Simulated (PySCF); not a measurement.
# Assigning NMR signals

Atom-mapped SMILES (the numbers label the heavy atoms): `[CH2:1]=[C:2]1[CH2:3][C@:4]([C:5]#[N:6])([O:7][SiH3:8])[SiH2:9]1`. Each H is labelled by its parent atom. Ha(C1) is cis to C3; Ha(C3), Ha(Si9) are pro-R; Hb(C3), Hb(Si9) are pro-S; Hb(C1) is trans to C3.

PySCF calculation with shieldings: GIAO PBE0/pcSseg-1 and GFN2-xTB structure; isolated molecule, fast rotation and ring inversion assumed for equivalent nuclei, one computed conformer, non-relativistic.

Chemical shifts δ = σref − σ; 13C (186.93 ppm), 1H (31.72 ppm) vs TMS, all at this level.

(1) Assign these signals to the numbered atoms. 13C{1H} NMR (computed): δ 147.8 (C), 140.9 (CH2), 125.2 (C), 59.4 (C), 55.6 (CH2).

(2) Assign these signals to the numbered atoms. 1H NMR (400 MHz, computed): δ 6.39 (br s, 1H), 6.12 (br s, 1H), 5.32 (m, 1H), 5.22 (m, 1H), 4.89 (s, 3H), 3.84 (m, 1H), 3.61 (m, 1H).

## Answers

(1) 
147.8 → C2, fully substituted alkene carbon: the olefinic region
140.9 → C1, terminal =CH2 carbon: an sp2 carbon of a C=C bond
125.2 → C5, nitrile carbon: typical of a nitrile
59.4 → C4, fully substituted sp3 carbon bonded to O and Si, α to a nitrile: deshielded by the electronegative neighbour
55.6 → C3, allylic sp3 CH2

(2) 
6.39 → Ha(C1), hydrogen on a terminal =CH2 carbon: a vinylic proton, deshielded by the sp2 carbon and the C=C anisotropy
6.12 → Hb(C1), hydrogen on a terminal =CH2 carbon
5.32 → Ha(Si9), hydrogen on a silicon bonded to 2 C, in a 4-membered ring
5.22 → Hb(Si9), hydrogen on a silicon bonded to 2 C, in a 4-membered ring
4.89 → H(Si8), hydrogen on a silicon bonded to O
3.84 → Ha(C3), hydrogen on an allylic sp3 CH2
3.61 → Hb(C3), hydrogen on an allylic sp3 CH2

Ha(Si9) and Hb(Si9) lie closer than the usual error of such a calculation, so a measured spectrum could show them in the other order.

Shifts are as computed. Against solution values, carbons near 30 ppm lie about +3 ppm off and those near 130 ppm about +5 ppm. Of 1211 compounds with measured shifts, 218 miss one by over three times the rms of a fit or turn the order of signals round; such compounds aren't used in these exercises. No couplings were computed; multiplicities are counted from neighbouring protons, with m where these are inequivalent, close in shift, in a saturated or five-membered ring or joined by F or P, and br s for small geminal =CH2 splittings.
